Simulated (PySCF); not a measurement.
**Electronic structure of Cu (copper, neutral) at the UHF level**

Configuration: [Ar] 3d10 4s1, 2S determinant. Calculation: PySCF 2.14, in 6-31G* (5s4p2d1f, 34 functions); no relativity, point nucleus.

```json
{"Total energy": "-1638.563759 hartree", "One-electron energy": "-2293.1859 hartree", "Hartree (Coulomb) energy": "720.6871 hartree", "Exchange energy": "-66.0650 hartree", "Kinetic energy": "1639.86409 hartree", "⟨S²⟩": "0.7501", "⟨L²⟩": "0.000", "Sum of ⟨r⟩": "20.72 bohr", "Sum of ⟨r²⟩": "31.31 bohr²", "Density at the nucleus (Gaussians lack the cusp)": "15600 bohr⁻³", "Spin density at the nucleus": "2.85 bohr⁻³", "Langevin diamagnetic susceptibility": "-24.8 ×10⁻⁶ cm³/mol", "Time after the integrals": "0.13 s of wall time on 1 thread of Neoverse-N1 (shared host)"}
```

| shell | electrons | mean orbital energy (hartree) | rms radius, mean of both spins (bohr) |
| --- | --- | --- | --- |
| 1s α | 1 | -328.60303 | 0.0612 |
| 1s β | 1 | -328.60132 | 0.0612 |
| 2s α | 1 | -40.65844 | 0.258 |
| 2s β | 1 | -40.65698 | 0.258 |
| 2p β | 3 | -35.45786 | 0.230 |
| 2p α | 3 | -35.45766 | 0.230 |
| 3s α | 1 | -4.87874 | 0.776 |
| 3s β | 1 | -4.87299 | 0.776 |
| 3p α | 3 | -3.19534 | 0.824 |
| 3p β | 3 | -3.19410 | 0.824 |
| 3d α | 5 | -0.35522 | 1.06 |
| 3d β | 5 | -0.35305 | 1.06 |
| 4s α | 1 | -0.21375 | 3.80 |
